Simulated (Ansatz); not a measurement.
`[F][Ge][Br]`, relaxed with RKS PBE0-D4/def2-TZVP in Ansatz 0.2.0 from a PBE-D4/def2-SVP geometry. The force threshold is 0.005 eV/Å; the program also tests the step.

The species carries charge 0 and has multiplicity 1.

Start:

```xyz
3

F     1.131   -0.721    0.737
Ge    0.182   -0.477   -0.742
Br   -1.313    1.199    0.005
```

```tsv
step	energy (eV)	largest force (eV/Å)	largest move (Å)
1	-129267.1180	0.623	0.000
2	-129267.1215	0.426	0.070
3 (rejected)	-129267.0471	1.223	0.100
4	-129267.1309	0.126	0.044
5	-129267.1316	0.004	0.007
```

End:

```xyz
3

F     1.105   -0.701    0.729
Ge    0.183   -0.478   -0.741
Br   -1.288    1.179    0.012
```

Hardware: 4 threads of an Arm Neoverse V1 on a shared host. Wall time 8.5 s, peak host memory 0.28 GiB.
